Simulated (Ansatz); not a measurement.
Si9H15. Charge 0, multiplicity 2. Geometry r2SCAN-D4/def2-SVP.

Cartesian coordinates in Å:
```
Si -0.0355 2.7054 0.8572
Si 1.4985 -4.1014 -1.9290
Si -2.2363 2.2843 1.6288
Si 1.3485 -0.6942 -0.1935
Si 0.0854 2.5020 -1.4875
Si -0.0753 0.1820 -1.8520
Si -1.6307 0.0423 2.1133
Si 0.6477 0.5623 1.6703
Si 1.0523 -3.0093 0.0801
H -1.9424 -0.4050 3.5080
H 0.5717 -3.6958 -3.0338
H -0.3699 -3.2615 0.4750
H -3.3545 2.5197 0.6599
H 1.4366 2.9530 -1.9580
H 0.6482 3.9371 1.3673
H -1.4753 -0.2773 -1.5732
H 2.7709 -0.3948 -0.5676
H -2.1821 -0.9667 1.1535
H 2.9183 -3.9596 -2.3842
H 1.5657 0.5095 2.8520
H -0.9632 3.3026 -2.1964
H -2.5291 3.0339 2.8935
H 1.9508 -3.5369 1.1566
H 0.2996 -0.2315 -3.2402
```

Another isomer (doublet) lies 0.56 eV lower at PBE0-D4/def2-TZVP; other spin states weren't run for this one.

Q: Estimate the α-spin orbital energies around the gap (eV) in Ansatz with PBE-D4/def2-SVP, PBE-D4/def2-TZVP, BLYP-D4/def2-TZVP, r2SCAN-D4/def2-TZVP, PBE0-D4/def2-SVP.

A: 
| orbital | PBE-D4/def2-SVP | PBE-D4/def2-TZVP | BLYP-D4/def2-TZVP | r2SCAN-D4/def2-TZVP | PBE0-D4/def2-SVP |
| --- | --- | --- | --- | --- | --- |
| HOMO−5 | -7.22 | -7.20 | -7.07 | -7.47 | -8.35 |
| HOMO−4 | -6.74 | -6.71 | -6.55 | -6.95 | -7.79 |
| HOMO−3 | -6.62 | -6.59 | -6.39 | -6.82 | -7.63 |
| HOMO−2 | -6.48 | -6.45 | -6.27 | -6.68 | -7.52 |
| HOMO−1 | -6.40 | -6.36 | -6.20 | -6.58 | -7.41 |
| HOMO | -5.04 | -5.05 | -4.79 | -5.37 | -6.06 |
| LUMO | -2.20 | -2.36 | -2.10 | -2.24 | -1.52 |
| LUMO+1 | -1.54 | -1.75 | -1.54 | -1.55 | -0.82 |
| LUMO+2 | -1.48 | -1.68 | -1.48 | -1.47 | -0.74 |
| LUMO+3 | -1.23 | -1.46 | -1.25 | -1.26 | -0.48 |
| LUMO+4 | -1.01 | -1.26 | -1.05 | -1.04 | -0.24 |
| LUMO+5 | -0.62 | -0.89 | -0.69 | -0.64 | 0.18 |
| β HOMO | -6.37 | -6.33 | -6.17 | -6.53 | -7.35 |
| β LUMO | -3.61 | -3.66 | -3.62 | -3.28 | -2.81 |
